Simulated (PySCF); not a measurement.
**Magnetisability: SMILES C(=C\CB(N=C)C)/C#N, C$_{6}$H$_{9}$BN$_{2}$**

Geometry:
```json
{"atom": "C1", "x (Å)": "-2.556", "y (Å)": "-1.607", "z (Å)": "-1.299"}
{"atom": "N2", "x (Å)": "-1.823", "y (Å)": "-0.769", "z (Å)": "-0.753"}
{"atom": "B3", "x (Å)": "-1.029", "y (Å)": "0.127", "z (Å)": "-0.159"}
{"atom": "C4", "x (Å)": "-1.160", "y (Å)": "1.685", "z (Å)": "-0.449"}
{"atom": "C5", "x (Å)": "0.130", "y (Å)": "-0.405", "z (Å)": "0.842"}
{"atom": "C6", "x (Å)": "1.379", "y (Å)": "-0.545", "z (Å)": "0.060"}
{"atom": "C7", "x (Å)": "2.399", "y (Å)": "0.318", "z (Å)": "0.104"}
{"atom": "C8", "x (Å)": "3.544", "y (Å)": "0.174", "z (Å)": "-0.695"}
{"atom": "N9", "x (Å)": "4.484", "y (Å)": "0.068", "z (Å)": "-1.347"}
{"atom": "H10", "x (Å)": "-3.497", "y (Å)": "-1.921", "z (Å)": "-0.851"}
{"atom": "H11", "x (Å)": "-2.289", "y (Å)": "-2.064", "z (Å)": "-2.249"}
{"atom": "H12", "x (Å)": "-1.339", "y (Å)": "2.238", "z (Å)": "0.470"}
{"atom": "H13", "x (Å)": "-1.962", "y (Å)": "1.925", "z (Å)": "-1.142"}
{"atom": "H14", "x (Å)": "-0.233", "y (Å)": "2.067", "z (Å)": "-0.872"}
{"atom": "H15", "x (Å)": "-0.149", "y (Å)": "-1.374", "z (Å)": "1.258"}
{"atom": "H16", "x (Å)": "0.274", "y (Å)": "0.302", "z (Å)": "1.659"}
{"atom": "H17", "x (Å)": "1.428", "y (Å)": "-1.388", "z (Å)": "-0.619"}
{"atom": "H18", "x (Å)": "2.391", "y (Å)": "1.175", "z (Å)": "0.765"}
```

The calculation used PySCF 2.14.0, GIAO B3LYP/pcSseg-1 magnetisability, rotational g tensor and spin-rotation constants, non-relativistic, gas phase. Geometry: GFN2-xTB.

(1) What are the magnetisability and the molar susceptibility?

(2) Split it along the inertial axes a, b, c into diamagnetic and paramagnetic parts about the centre of mass, with the quadrupole moment.

(3) And the rotational g tensor?

Answers

(1) Isotropic -1196 × 10⁻³⁰ J/T², or -72.0 × 10⁻⁶ cm³/mol; principal values -1314, -1283, -992 × 10⁻³⁰ J/T², anisotropy 307 × 10⁻³⁰ J/T² (root of half the summed squared differences of the principal values). The susceptibility is in cgs units.

(2) 
```tsv
axis	χ (10⁻⁶ cm³/mol)	diamagnetic (10⁻⁶ cm³/mol)	paramagnetic (10⁻⁶ cm³/mol)	summed x² of all electrons (Å²)	quadrupole Θ (D Å)
a	-73.5	-519.3	445.9	373.1	-14.15
b	-64.9	-1780.0	1715.0	75.9	+10.76
c	-77.8	-1904.7	1827.0	46.5	+3.39
```
Anisotropies 2χaa − χbb − χcc = -4.3 and 2χbb − χaa − χcc = +21.4 × 10⁻⁶ cm³/mol. Θ is traceless in Buckingham's convention.

(3) 
```tsv
axis	rotational constant (GHz)	g	nuclear part	electronic part
a	3.1288	-0.0304	0.6250	-0.6554
b	0.6851	-0.0141	0.5379	-0.5520
c	0.6437	-0.0081	0.5444	-0.5525
```
Asymmetric top; isotopes 11B, 12C, 1H, 14N; no vibrational averaging.
